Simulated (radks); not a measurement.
Q: The mean radii <r> (bohr) of the occupied orbitals of an atom or ion are listed with their occupations. Calculated with a radial shooting solver on a logarithmic mesh with Libxc functionals: Dirac Kohn-Sham, PBEsol, spin-unpolarised, spherical densities, finite nucleus; Fermi nuclear charge, rms radius of each element as measured or else 0.836 A^(1/3) + 0.57 fm.

| orbital | occ. | <r> |
|---|---|---|
| 1s1/2 | 2 | 0.03345 |
| 2s1/2 | 2 | 0.1454 |
| 2p1/2 | 2 | 0.1236 |
| 2p3/2 | 4 | 0.1284 |
| 3s1/2 | 2 | 0.4026 |
| 3p1/2 | 2 | 0.3957 |
| 3p3/2 | 4 | 0.4063 |
| 3d3/2 | 4 | 0.3818 |
| 3d5/2 | 6 | 0.3853 |
| 4s1/2 | 2 | 1.001 |
| 4p1/2 | 1.66667 | 1.075 |
| 4p3/2 | 3.33333 | 1.102 |
| 4d3/2 | 2 | 1.373 |
| 4d5/2 | 3 | 1.384 |
| 5s1/2 | 1 | 2.443 |

Name the element and its charge. Open shells, if any, are shared by 2j + 1.

A: Z = 44, ruthenium, charge +3: Ru3+ in [Ar] 3d10 4s2 4p5 4d5 5s1. The 1s radius gives Z: for a bare nucleus <r> = (2 gamma + 1)/(2Z) with gamma = sqrt(1 - (Z/c)^2), 0.03289 bohr for Z = 44, and screening makes it slightly larger (0.03345 here). The occupations add up to 41, and the charge is Z minus that.
